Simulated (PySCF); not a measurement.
Calculation: PySCF with PBE-D3(BJ)/def2-TZVP. All species are isolated molecules in the gas phase. One relaxed conformer stands for a flexible species; it need not be the lowest. Excitations are Tamm–Dancoff values on a coarser integration grid. The basis has no diffuse functions, so Rydberg states are missing or too high.

Reference species (SMILES): `S1C(=CS)SC1` (H–S–C–C torsion 99°) (neutral, multiplicity 1).

```json
{
 "HOMO": "-5.25 eV",
 "S1 excitation (TDA)": "3.06 eV",
 "HOMO–LUMO gap": "2.99 eV",
 "S1–T1 gap (TDA)": "0.19 eV"
}
```

Changed species: `S=CCC(=S)S`.

Q: Give the shifts of the HOMO, S1 excitation (TDA), HOMO–LUMO gap and S1–T1 gap (TDA).

A: the HOMO falls by 0.22 eV, to -5.47 eV; the S1 excitation (TDA) falls by 0.97 eV, to 2.09 eV; the HOMO–LUMO gap decreases by 1.12 eV, to 1.87 eV; the S1–T1 gap (TDA) goes up by 0.23 eV, to 0.42 eV.
